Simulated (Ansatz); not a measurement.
Isolated molecules relaxed with PBE0-D4/def2-TZVP in Ansatz; ΔE leaves out vibrations. CBS: MP2 limit from def2 TZ/QZ plus the TZ coupled-cluster correction, frozen cores. Functionals use def2-TZVPP. B3LYP here is the variant with VWN-RPA as its local correlation; programs differ in this. Each species was taken in one conformer, which may not be the lowest.

`F[CH]([SiH3])[AlH][SiH3]` → `F[SiH]([SiH3])[CH2][AlH2]`  (isomerisation)

`F[CH]([SiH3])[AlH][SiH3]`:

Cartesian coordinates in Å:
```
F 1.349 -2.033 -1.408
C 0.612 -1.300 -0.456
Si -1.211 -1.269 -0.954
Al 1.346 0.519 -0.186
Si 0.152 1.930 1.434
H 0.665 -1.846 0.499
H -1.740 -2.635 -1.206
H -1.962 -0.633 0.165
H -1.399 -0.445 -2.179
H 2.589 0.996 -1.047
H 1.007 2.998 2.025
H -0.409 1.120 2.554
H -0.999 2.599 0.759
```

`F[SiH]([SiH3])[CH2][AlH2]`:

Cartesian coordinates in Å:
```
F -1.133 1.640 2.073
Si -0.832 0.985 0.637
Si 1.466 1.012 0.157
C -1.184 -0.804 0.468
Al -0.082 -1.395 -1.081
H -1.565 1.790 -0.373
H 1.566 -0.162 -0.822
H 2.346 0.602 1.281
H 2.061 2.157 -0.576
H -0.833 -1.361 1.343
H -2.247 -1.015 0.318
H 0.837 -2.677 -0.918
H -0.400 -0.771 -2.507
```

| level | ΔE (kJ/mol) | difference from CCSD(T)/CBS |
| --- | --- | --- |
| PBE0-D4 | -262.5 | 8.6 |
| B3LYP-D4 | -256.1 | 15.0 |
| ωB97X-V | -260.0 | 11.1 |
| PBE0 | -259.5 | 11.6 |
| MP2/def2-TZVPP | -282.0 | -10.9 |
| CCSD/def2-TZVPP | -264.7 | 6.4 |
| HF/def2-QZVPP | -255.9 | 15.2 |
| MP2/def2-QZVPP | -285.8 | -14.7 |
| HF/CBS(def2) | -256.2 | 14.9 |
| CCSD/CBS(def2) | -270.0 | 1.1 |
| CCSD(T)/CBS | -271.1 | 0 |

Largest T1 diagnostic among the species: 0.013.

In def2-TZVPP, CCSD(T) changes the Hartree–Fock value by −12.1 kJ/mol (the triples alone add −1.1 kJ/mol) and MP2 by −28.3 kJ/mol. The D4 term adds −6.2 kJ/mol with B3LYP and −3.0 kJ/mol with PBE0; it sums over pairs of atoms, weighted by their polarisabilities, and B3LYP, whose exchange is more repulsive, gets the larger term. From PBE to PBE0 (25 % exact exchange), in def2-TZVPP and without D4, ΔE moves by −9.9 kJ/mol.
